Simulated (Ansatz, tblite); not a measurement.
Removing and adding an electron: AsH2(NMe2) (C₂H₈AsN). The state is a singlet with charge 0. Geometry: B3LYP-D4/def2-SVP. Ansatz, gas phase; energy differences of separate SCF runs; the oxidised species was run as a doublet alone; the reduced species was run as a doublet alone.

```csv
atom,x (Å),y (Å),z (Å)
As1,-0.673,1.215,1.358
H2,-2.095,0.771,0.915
H3,-0.689,0.202,2.507
N4,0.362,0.153,0.225
C5,-0.025,-1.231,0.046
C6,0.773,0.803,-1.007
H7,-0.955,-1.358,-0.554
H8,-0.189,-1.715,1.021
H9,0.781,-1.782,-0.472
H10,1.089,1.839,-0.808
H11,1.638,0.269,-1.441
H12,-0.019,0.833,-1.789
```

The xTB rows come from tblite.

Estimate orbital energies and vertical ionisation energies and electron affinities at: GFN1-xTB; GFN2-xTB; PBE-D4/def2-TZVP; PBE-D4/def2-TZVPD; r2SCAN-D4/def2-TZVP; r2SCAN-D4/def2-TZVPD; PBE0-D4/def2-TZVP; PBE0-D4/def2-TZVPD.


```csv
level,−HOMO (eV),vertical IE (eV),−LUMO (eV),vertical EA (eV),HOMO–LUMO gap (eV),IE − EA (eV),remarks
GFN1-xTB,10.38,13.94,5.73,2.22,4.65,11.72,–
GFN2-xTB,9.58,12.97,4.60,1.62,4.97,11.35,–
PBE-D4/def2-TZVP,5.08,8.27,0.80,–,4.28,–,–
PBE-D4/def2-TZVPD,5.13,–,0.97,-0.91,4.16,–,HOMO above zero (-1 doublet)
r2SCAN-D4/def2-TZVP,5.33,8.22,0.55,–,4.78,–,–
r2SCAN-D4/def2-TZVPD,5.36,–,0.66,-1.08,4.70,–,HOMO above zero (-1 doublet)
PBE0-D4/def2-TZVP,6.39,8.33,-0.08,–,6.47,–,–
PBE0-D4/def2-TZVPD,6.42,–,0.15,-1.09,6.27,–,HOMO above zero (-1 doublet)
```

   A HOMO above zero means that the electron is unbound at that level or that self-interaction error raises the level; the energy of removing that electron tells which. Raw xTB energy differences between charge states are shifted by several eV; the methods need an empirical correction for them. A negative affinity means that the extra electron isn't bound; its size then hangs on the basis.
